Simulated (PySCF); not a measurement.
Ge(H)(F)2(Et) (C2H6F2Ge), SMILES C[CH2][GeH]([F])[F].

Geometry: PBE-D3(BJ)/def2-SVP. The values are those of a single conformer.

All values below come from PBE-D3(BJ)/def2-SVP (PySCF 2.14.0).

Frequencies are harmonic and unscaled.

**Question.** Estimate the vibrational spectrum. (An estimate is asked for; the answer gives what the named calculation found.)

**Answer.** 
```json
[
 {"mode": "1", "ν (cm⁻¹)": "39", "IR (km/mol)": "0.0", "moving atoms (share of kinetic energy)": "F 38 %, C 33 %, H 29 %"},
 {"mode": "2", "ν (cm⁻¹)": "131", "IR (km/mol)": "8.6", "moving atoms (share of kinetic energy)": "F 44 %, C 33 %, H 18 %"},
 {"mode": "3", "ν (cm⁻¹)": "147", "IR (km/mol)": "0.5", "moving atoms (share of kinetic energy)": "H 49 %, F 33 %, C 12 %"},
 {"mode": "4", "ν (cm⁻¹)": "229", "IR (km/mol)": "12.1", "moving atoms (share of kinetic energy)": "F 82 %, Ge 14 %"},
 {"mode": "5", "ν (cm⁻¹)": "248", "IR (km/mol)": "0.2", "moving atoms (share of kinetic energy)": "H 74 %, C 15 %"},
 {"mode": "6", "ν (cm⁻¹)": "318", "IR (km/mol)": "22.2", "moving atoms (share of kinetic energy)": "C 37 %, Ge 35 %, H 15 %, F 13 %"},
 {"mode": "7", "ν (cm⁻¹)": "559", "IR (km/mol)": "0.0", "moving atoms (share of kinetic energy)": "C 59 %, H 29 %"},
 {"mode": "8", "ν (cm⁻¹)": "659", "IR (km/mol)": "1.9", "moving atoms (share of kinetic energy)": "H 83 %, C 13 %"},
 {"mode": "9", "ν (cm⁻¹)": "684", "IR (km/mol)": "92.8", "moving atoms (share of kinetic energy)": "F 70 %, Ge 22 %"},
 {"mode": "10", "ν (cm⁻¹)": "692", "IR (km/mol)": "71.8", "moving atoms (share of kinetic energy)": "H 83 %, F 11 %"},
 {"mode": "11", "ν (cm⁻¹)": "697", "IR (km/mol)": "45.3", "moving atoms (share of kinetic energy)": "F 73 %, Ge 20 %"},
 {"mode": "12", "ν (cm⁻¹)": "733", "IR (km/mol)": "74.8", "moving atoms (share of kinetic energy)": "H 85 %"},
 {"mode": "13", "ν (cm⁻¹)": "942", "IR (km/mol)": "3.0", "moving atoms (share of kinetic energy)": "H 87 %, C 13 %"},
 {"mode": "14", "ν (cm⁻¹)": "948", "IR (km/mol)": "2.4", "moving atoms (share of kinetic energy)": "H 78 %, C 22 %"},
 {"mode": "15", "ν (cm⁻¹)": "1029", "IR (km/mol)": "11.3", "moving atoms (share of kinetic energy)": "C 70 %, H 30 %"},
 {"mode": "16", "ν (cm⁻¹)": "1200", "IR (km/mol)": "0.6", "moving atoms (share of kinetic energy)": "H 63 %, C 37 %"},
 {"mode": "17", "ν (cm⁻¹)": "1202", "IR (km/mol)": "1.6", "moving atoms (share of kinetic energy)": "H 79 %, C 21 %"},
 {"mode": "18", "ν (cm⁻¹)": "1344", "IR (km/mol)": "1.6", "moving atoms (share of kinetic energy)": "H 82 %, C 18 %"},
 {"mode": "19", "ν (cm⁻¹)": "1380", "IR (km/mol)": "3.7", "moving atoms (share of kinetic energy)": "H 91 %, C 9 %"},
 {"mode": "20", "ν (cm⁻¹)": "1421", "IR (km/mol)": "7.9", "moving atoms (share of kinetic energy)": "H 97 %"},
 {"mode": "21", "ν (cm⁻¹)": "1430", "IR (km/mol)": "5.9", "moving atoms (share of kinetic energy)": "H 96 %"},
 {"mode": "22", "ν (cm⁻¹)": "2100", "IR (km/mol)": "143.0", "moving atoms (share of kinetic energy)": "H 99 %"},
 {"mode": "23", "ν (cm⁻¹)": "2977", "IR (km/mol)": "20.5", "moving atoms (share of kinetic energy)": "H 97 %"},
 {"mode": "24", "ν (cm⁻¹)": "2986", "IR (km/mol)": "7.9", "moving atoms (share of kinetic energy)": "H 95 %"},
 {"mode": "25", "ν (cm⁻¹)": "3041", "IR (km/mol)": "1.9", "moving atoms (share of kinetic energy)": "H 91 %, C 9 %"},
 {"mode": "26", "ν (cm⁻¹)": "3065", "IR (km/mol)": "10.0", "moving atoms (share of kinetic energy)": "H 90 %, C 10 %"},
 {"mode": "27", "ν (cm⁻¹)": "3075", "IR (km/mol)": "9.0", "moving atoms (share of kinetic energy)": "H 91 %, C 9 %"}
]
```
